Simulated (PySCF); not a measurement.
## Simulated absorption spectrum

Species: C5H10N2OSi.
SMILES with atom numbers: `[CH2:1]=[N:2][Si@H:3]([CH3:4])[O:5][CH2:6][CH2:7][C:8]#[N:9]` (hydrogens: H10, H11 on C1; H12 on Si3; H13, H14, H15 on C4; H16, H17 on C6; H18, H19 on C7)

Theory: TDDFT PBE0/def2-SVPD, vertical, gas phase, core orbitals frozen in the response in PySCF 2.14.0, density-fitted response routines. The structure is a single PBE0-D3(BJ)/def2-SVP conformer in the gas phase; no vibrational or solvent corrections. Torsions of this conformer, `[CH2:1]=[N:2][Si@H:3]([CH3:4])[O:5][CH2:6][CH2:7][C:8]#[N:9]`: C1–N2–Si3–C4 -122°, N2–Si3–O5–C6 -23°, Si3–O5–C6–C7 -90°, O5–C6–C7–C8 67°.

Broadening: Gaussians 0.25 eV wide at half height, area fixed by f = 4.319×10⁻⁹ ∫ε dν̃. The width is an assumption, not a result. The curve ends short of the highest state used, and states not computed would add to its high-energy end.

E (eV), ε (L mol⁻¹ cm⁻¹) and a bar:
```
     3.67          0 
     3.77          1 
     3.88          7 
     3.99         19 #
     4.10         19 #
     4.20          7 
     4.31          1 
     4.42          0 
     4.52          0 
     4.63          0 
     4.74          0 
     4.84          0 
     4.95          0 
     5.06          0 
     5.16          0 
     5.27          0 
     5.38          0 
     5.49          0 
     5.59          0 
     5.70          4 
     5.81         70 ##
     5.91        402 ############
     6.02        988 ##############################
     6.13        832 #########################
     6.23        319 ##########
     6.34        225 #######
     6.45        341 ##########
     6.55        319 ##########
     6.66        333 ##########
     6.77        316 ##########
```

(1) Locate the maxima and give the states behind the curve.

(2) On this curve, what absorbance would a 10⁻³ mol/L sample give at 308 nm over a 1 cm path?

(3) Coming from long wavelengths, where does ε first pass 100 L mol⁻¹ cm⁻¹?

Results:

(1) 307 nm (4.04 eV), ε about 22, made up of S1 (100%); 205 nm (6.06 eV), ε about 1000, made up of S2 (100%); 192 nm (6.47 eV), ε about 340, made up of S3 (90%); 186 nm (6.68 eV), ε about 340, made up of S4 (89%) (ε in L mol⁻¹ cm⁻¹; maxima over ε = 5, shares over 10%). The states used: S1 4.04 eV (f 0.0002); S2 6.06 eV (f 0.0097); S3 6.45 eV (f 0.0029); S4 6.69 eV (f 0.0028); S5 6.92 eV (f 0.0000); S6 6.99 eV (f 0.0053); S7 7.10 eV (f 0.012); S8 7.19 eV (f 0.026); S9 7.23 eV (f 0.045); S10 7.37 eV (f 0.016).

(2) 308 nm is 4.025 eV, where ε is about 21 L mol⁻¹ cm⁻¹, so A = ε c l ≈ 0.021 (Beer–Lambert, with the gas-phase spectrum and the assumed width).

(3) At about 213 nm (5.83 eV), 1.78 eV above S1.

The vertical ionisation energy (ΔSCF) is 9.04 eV, 1.67 eV above S10.
